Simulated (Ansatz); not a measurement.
Species: H$_{6}$B$_{3}$N, SMILES `BBNB` (charge 0, multiplicity 1).

Give a relaxed geometry from B3LYP-D3(BJ)/def2-TZVP (Ansatz, a quantum-chemistry and plane-wave program).

Several could match; the one computed here: the end point of this relaxation, one of several conformers (outside a Z-matrix the atoms follow the SMILES, hydrogens last).
Bonds (Å): B1–B2 1.662, B1–H5 1.196, B1–H6 1.196, B2–N3 1.430, B2–H7 1.202, N3–B4 1.413, N3–H8 1.012, B4–H9 1.192, B4–H10 1.196. Angles (°): B2–B1–H5 122.1, B2–B1–H6 122.1, H5–B1–H6 115.7, B1–B2–N3 123.1, B1–B2–H7 119.6, N3–B2–H7 117.3, B2–N3–B4 124.2, B2–N3–H8 118.0, B4–N3–H8 117.8, N3–B4–H9 120.8, N3–B4–H10 117.8, H9–B4–H10 121.5.
